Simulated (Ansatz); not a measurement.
Start from `NCN[SiH2]N` and change one atom or group to get `N[SiH2]N`.

Ansatz, PBE0-D4/def2-TZVP geometries, multiplicity 1. Each molecule was computed in one conformer, which needn't be the lowest.

```csv
property,`NCN[SiH2]N`
HOMO–LUMO gap (PBE0/def2-TZVPP) / eV,7.38
LUMO energy (ωB97M-V/def2-TZVPP) / eV,2.19
HOMO energy (ωB97M-V/def2-TZVPP) / eV,-8.98
HOMO energy (PBE0/def2-TZVPP) / eV,-6.62
size of the dipole moment (B3LYP/def2-TZVPP) / D,1.81
size of the dipole moment (ωB97M-V/def2-TZVPP) / D,1.84
```

Problem. What does the change do to each property? (Estimate.)

Solution. Ansatz gave: 
```csv
property,`N[SiH2]N`,shift
HOMO–LUMO gap (PBE0/def2-TZVPP) / eV,8.20,0.82
LUMO energy (ωB97M-V/def2-TZVPP) / eV,2.45,0.26
HOMO energy (ωB97M-V/def2-TZVPP) / eV,-9.54,-0.56
HOMO energy (PBE0/def2-TZVPP) / eV,-7.18,-0.56
size of the dipole moment (B3LYP/def2-TZVPP) / D,0.74,-1.07
size of the dipole moment (ωB97M-V/def2-TZVPP) / D,0.75,-1.09
```

With PBE0 the HOMO falls by 0.56 eV and the LUMO rises by 0.26 eV, so the gap widens by about 0.82 eV. PBE moves the HOMO by -0.53 eV and ωB97M-V by -0.56 eV. Dipoles are sizes alone; their direction can turn.

B3LYP here is the variant with VWN-RPA as its local correlation; programs differ in this.
